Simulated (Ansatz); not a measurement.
Relaxed structures of BH$_{3}$SO$_{2}$, singlet (PBE0-D4/def2-TZVP; forces vanish, vibrations not checked; lower isomers may exist, and structures with a doubtful reference or unclear bonds are left out; Å). Program: Ansatz 0.2.0. Basis: def2-TZVPP. Cores are frozen in the correlated methods.

**Question.** Rank them by CCSD(T) energy, lowest first, and give each one's height above the lowest. Links in brackets join atoms within 1.22 times the sum of their covalent radii (1.1 for two metals). (To be estimated.)
A.
a complex of H₂SO ([OH][SH]) + BHO ([BH][O])
```
7
angstrom
O 1.0981 1.4221 1.6263
B -0.7431 -1.0070 -1.6126
O -1.8333 -0.7666 -1.1648
S 0.0372 0.9339 0.4523
H 1.7984 0.7645 1.6872
H -0.7841 0.1699 1.1990
H 0.2780 -1.2939 -2.1120
```
B.
BH₃SO₂ ([OH][BH][OH][S])
```
7
angstrom
O 0.7085 1.1105 1.0534
B -0.4020 0.4201 0.8868
O -0.4761 -0.3624 -0.2933
S 0.8994 -0.3933 -1.4926
H 1.3032 0.9369 0.2803
H -1.3376 0.3881 1.6189
H -1.2380 -0.9044 -0.5152
```
C.
a complex of BHO₂ ([O][B][OH]) + H₂S
```
7
angstrom
O 0.0335 0.8678 1.3469
B -0.9672 0.0186 1.4376
O -1.8985 -0.7525 1.5433
S 1.8508 0.2580 -1.2374
H 1.9622 -1.0533 -0.9688
H 0.6294 0.7411 0.5799
H 0.7981 0.0627 -2.0485
```
D.
BH₃SO₂ ([OH][BH][O][SH])
```
7
angstrom
O 0.7062 0.5676 1.1481
B -0.5509 0.3891 0.7067
O -0.8681 -0.0284 -0.5752
S 0.3581 -0.2820 -1.6682
H 1.3567 0.3801 0.4543
H -1.4810 0.5862 1.4258
H 0.4790 -1.6126 -1.4915
```

**Answer.** Computed: C (0.0 kJ/mol), D (66.7 kJ/mol), B (201.6 kJ/mol), A (233.6 kJ/mol). Heights count from the lowest.

T1 diagnostic: at most 0.016.

For scale, one of the runs: CCSD(T)/def2-TZVPP, 177 basis functions, launched by `ansatz run in.yaml --threads 2 --pin off --events-out ev --progress --plain --max-ram 4352MiB`. Hardware: 2 CPU threads of an Arm Neoverse V1, shared host. Wall time 54 s; peak host memory 1.7 GiB.
